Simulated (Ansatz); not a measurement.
Species: H₂ClSn, SMILES `[Cl][SnH2]` (charge 0, multiplicity 2).

Problem. Give a relaxed geometry from B3LYP-D3(BJ)/def2-TZVP (Ansatz, a quantum-chemistry and plane-wave program).

Solution. the end point of this relaxation (outside a Z-matrix the atoms follow the SMILES, hydrogens last).
Cartesian coordinates (Å) in one orientation:
```xyz
4

Cl     2.033    -0.153    -0.153
Sn    -0.231     0.017     0.528
H     -0.793     1.494    -0.186
H     -1.008    -1.357    -0.188
```
